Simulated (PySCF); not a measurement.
**Deuteron quadrupole couplings in `C#CC[C@@H]1C/C(=C\F)C1=C`**

C9H9F.
Structure used (GFN2-xTB), in Å, numbered top down from 1:
```
atom  x, y, z in Å
C1     3.1966    1.5277   -0.3099
C2     2.4595    0.5891   -0.3944
C3     1.5608   -0.5445   -0.4686
C4     0.5093   -0.4927    0.6415
C5    -0.5803   -1.5899    0.5680
C6    -1.6038   -0.5000    0.3706
C7    -2.9152   -0.4815    0.1983
F8    -3.6475   -1.6126    0.1741
C9    -0.5820    0.5402    0.4434
C10   -0.5824    1.8602    0.3553
H11    3.8433    2.3510   -0.2451
H12    2.1431   -1.4667   -0.3758
H13    1.0641   -0.5437   -1.4436
H14    1.0044   -0.4222    1.6124
H15   -0.7147   -2.1715    1.4784
H16   -0.4859   -2.2729   -0.2755
H17   -3.5218    0.4012    0.0625
H18    0.3328    2.4214    0.4357
H19   -1.4901    2.4167    0.1957
```

Level: PBE0/pcSseg-1 (PySCF, non-relativistic); Q(2H) = 0.00286 b; rigid geometry, the same for H and D, with no vibrational averaging.

**Question.** Rank these positions by the coupling χzz of a deuteron there, largest first.
A. H15 (methylene hydrogen)
B. H11 (alkyne hydrogen)
C. H17 (vinylic hydrogen)
D. H18 (vinylic hydrogen)
E. H13 (methylene hydrogen)

**Answer.** B (267 kHz), D (225 kHz), C (216 kHz), A (210 kHz), E (199 kHz).

**Question.** Give the electric field gradient Vzz (the principal value of largest size), its asymmetry and the 2H coupling at each hydrogen.

**Answer.** 
| atom | bonded to | bond length (Å) | Vzz (au) | η | χzz (kHz) |
| --- | --- | --- | --- | --- | --- |
| H11 | C1 | 1.049 | 0.3980 | 0.00 | 267 |
| H12 | C3 | 1.095 | 0.2976 | 0.02 | 200 |
| H13 | C3 | 1.094 | 0.2962 | 0.03 | 199 |
| H14 | C4 | 1.092 | 0.3015 | 0.03 | 203 |
| H15 | C5 | 1.089 | 0.3120 | 0.00 | 210 |
| H16 | C5 | 1.089 | 0.3103 | 0.01 | 208 |
| H17 | C7 | 1.080 | 0.3215 | 0.11 | 216 |
| H18 | C10 | 1.077 | 0.3351 | 0.05 | 225 |
| H19 | C10 | 1.077 | 0.3391 | 0.05 | 228 |

**Question.** How does χzz go with the bond length over the 9 C–H bonds?

**Answer.** A straight-line fit has a slope of -14.7 kHz for each 0.01 Å, with a correlation coefficient of -0.99, over lengths from 1.049 to 1.095 Å. The longer bonds have the smaller couplings here.

**Question.** A static deuteron (I = 1) shows a doublet split by (3/2)χ, (3/4)χ(1 + η) and (3/4)χ(1 − η) with the field along z, y and x of the gradient. What are these for H13?

**Answer.** With |χ| = 199.0 kHz and η = 0.030: 299, 154 and 145 kHz, to first order and without motion.

Isolated species at its GFN2-xTB geometry (one conformer only). GFN2-xTB bond lengths can be off by several hundredths of an ångström, more for odd bonds, and the gradients follow them. The basis is small and wasn't made for field gradients, so the couplings can be 20 % off.
